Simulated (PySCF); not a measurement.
# Fractional electron number in Rh- (rhodium, charge -1)

The 5s beta orbital of [Kr] 4d8 5s2 is emptied in steps (occupation f), with all orbitals relaxed, ending at [Kr] 4d8 5s1. All numbers are calculated (PySCF 2.14, scalar relativity through the core potential, in aug-cc-pVTZ-PP with ECP28MDF (6s6p5d3f2g, 88 functions)). The exact energy is a straight line in f; departures are measured from the line between the end points of the same method.

| f | UHF (eV) | LDA (eV) | PBE (eV) |
| --- | --- | --- | --- |
| 1 | 0.000 | 0.000 | 0.000 |
| 0.9 | 0.012 | -0.208 | -0.198 |
| 0.7 | 0.022 | -0.499 | -0.476 |
| 0.5 | 0.023 | -0.608 | -0.582 |
| 0.3 | 0.017 | -0.521 | -0.501 |
| 0.1 | 0.007 | -0.227 | -0.219 |
| 0 | 0.000 | 0.000 | 0.000 |

```
method  E(f=0) − E(f=1) (eV)  −ε at f=1 (eV)  −ε at f=0.5 (eV)
   UHF                -0.071           0.075            -0.085
   LDA                 1.418          -0.854             1.352
   PBE                 1.151          -1.011             1.074
```

Orbital energy along the path (eV):

```json
{"f": "1", "UHF": "-0.075", "LDA": "0.854", "PBE": "1.011"}
{"f": "0.9", "UHF": "-0.019", "LDA": "0.461", "PBE": "0.639"}
{"f": "0.7", "UHF": "0.046", "LDA": "-0.402", "PBE": "-0.176"}
{"f": "0.5", "UHF": "0.085", "LDA": "-1.352", "PBE": "-1.074"}
{"f": "0.3", "UHF": "0.113", "LDA": "-2.364", "PBE": "-2.047"}
{"f": "0.1", "UHF": "0.134", "LDA": "-3.417", "PBE": "-3.084"}
{"f": "0", "UHF": "0.143", "LDA": "-3.955", "PBE": "-3.590"}
```

At f = 1 the orbital energy is positive for LDA, PBE: only the finite basis holds the electron.

Reference removal energy between the ground levels: 1.143 eV (measured; photodetachment measurements, as compiled on the Wikipedia data page of electron affinities). The calculation has no spin-orbit coupling. UHF lacks correlation.
